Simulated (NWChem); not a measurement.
**How basis sets differ on BI3 (boron triiodide)**

BI3: 4 atoms, total charge 0, spin state singlet. As SMILES, `IB(I)I`. Geometry: relaxed at PBE0-D4/def2-TZVP.

```xyz
4

I    -1.3085   -0.2952    1.6156
B     0.0139   -0.0151   -0.0051
I     1.8768   -1.0063   -0.0303
I    -0.5265    1.2563   -1.6005
```

Each level gives the vertical ionisation energy (to the doublet cation) (eV). The values are calculated.

```csv
level,kind,program,value (eV),CPU time (all runs)
r2SCAN/LANL2DZ (core potential),meta-GGA,NWChem,9.21,15 s
r2SCAN/SBKJC-VDZ (core potential),meta-GGA,NWChem,9.17,16 s
r2SCAN/def2-SVP (core potential),meta-GGA,NWChem,9.01,68 s
r2SCAN/DGauss-DZVP,meta-GGA,NWChem,9.04,2.5 min
```

All-electron rows without a relativistic Hamiltonian named are non-relativistic, while core potentials hold scalar relativity, so basis and relativity change together. Spin-orbit coupling, which can split open shells on such heavy atoms by tenths of an eV, is left out. The values span 9.01 to 9.21 eV. CPU times are rough (shared hosts, several kinds of processor): they show what a rung costs within a factor of a few.
